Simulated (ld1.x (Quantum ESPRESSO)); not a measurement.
What one change does to a pseudopotential (Ta (Z = 73), ultrasoft)

* Element: tantalum (Ta)
* Generator: ld1.x (Quantum ESPRESSO) 7.5
* Type: ultrasoft
* Functional: PW91
* Relativity: scalar-relativistic
* Frozen core: [Xe] 4f14
* Valence charge: 5
* Reference configuration: 5d3 6s1 6p0 (charge +1)
* Partial waves: 6s (bound): rcut 2.45, rcutus 3.35 bohr; 6s channel at 0.55 Ry: rcut 2.45, rcutus 3.35 bohr; 6p (bound, empty): rcut 2.90, rcutus 3.55 bohr; 6p channel at 0.05 Ry: rcut 2.90, rcutus 3.55 bohr; 5d (bound): rcut 2.70, rcutus 2.90 bohr; 5d channel at 1.6 Ry: rcut 2.70, rcutus 2.90 bohr
* Local potential: all-electron potential smoothed inside 3.45 bohr (lloc = -1)
* Core correction: none
* Augmentation charge: PSQ, inside the norm-conserving radii

All-electron outer shells of the reference configuration (PW91, scalar-relativistic, ld1.x):

```
shell  level (eV)  outermost node (bohr)  outermost maximum (bohr)
   4f      -31.98                      –                      0.44
   6s      -11.68                   1.32                      2.68
   5d      -10.56                   0.65                      1.56
   6p       -6.67                   1.58                      3.48
```

Change: wave 5d channel at 1.6 Ry: rcut 2.70, rcutus 2.90 bohr becomes 5d channel at 0.48 Ry: rcut 2.70, rcutus 2.90 bohr.

Cutoffs: the cutoffs (Ry, on a coarse ladder) from which the occupation-weighted sum of valence levels, in a spherical-Bessel basis at the reference potential, stays within 10 and 1 mRy of its value at 400 Ry; they do not see the model core or the augmentation charge, which bear on the density cutoff. Errors are all-electron minus pseudo energies relative to the spin-unpolarised reference configuration.

How do hardness, ghosts and transferability respond?

The potential gets softer (12 Ry and 15 Ry → 10 Ry and 15 Ry); of the 7 tests that both files solve, the error grows in 6 and shrinks in 1 by more than 15 % and 0.3 meV (median size 38.0 → 53.3 meV); neither file shows a bound ghost.

```tsv
quantity	base	changed
cutoff, loose	12 Ry	10 Ry
cutoff, tight	15 Ry	15 Ry
loose cutoff by channel (10 mRy a level)	s 6 Ry, d 10 Ry	s 6 Ry, d 8 Ry
bound ghosts	none	none
error for 5d3 6s2 6p0, meV [ΔE -8.53 eV]	+7.6	+11
error for 5d3 6s0 6p0, meV [ΔE 15.03 eV]	+39	+49
error for 5d2 6s0 6p0, meV [ΔE 38.71 eV]	+18	-58
error for 5d4 6s0 6p0, meV [ΔE 1.43 eV]	-58	-73
error for 5d2 6s2 6p1, meV [ΔE -5.52 eV]	-38	-53
error for 5d3.5 6s1.5 6p0, meV [ΔE -7.54 eV]	-1.8	-1.1
error for 5d1 6s0 6p0, meV [ΔE 73.83 eV]	-240	-495
s: phases at 3.87 bohr within 0.05 rad from the reference energy up to (Ry; the scan ends near 5)	2.5	2.5
p: phases at 3.87 bohr within 0.05 rad from the reference energy up to (Ry; the scan ends near 5)	1.6	1.6
d: phases at 3.87 bohr within 0.05 rad from the reference energy up to (Ry; the scan ends near 5)	3.4	3.6
lowest overlap eigenvalue by channel	s 0.48, p 0.55, d 0.85	s 0.48, p 0.55, d 0.17
```
